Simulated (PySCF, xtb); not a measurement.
Be(Cl)(OH) (BeClHO), SMILES [Cl][Be][OH].

GFN2-xTB (xtb) at its own geometry gives an orbital gap of 7.59 eV and a dipole moment of 3.56 D.

Geometry optimised at PBE0-D3(BJ)/def2-TZVP. Other conformers were not sampled.

**Question.** What does HF/def2-TZVPD in PySCF give? (The exact figures need the calculation; the answer reports its results.)

**Answer.** gap 13.59 eV (levels -12.65 and 0.93 eV), dipole 1.99 D.
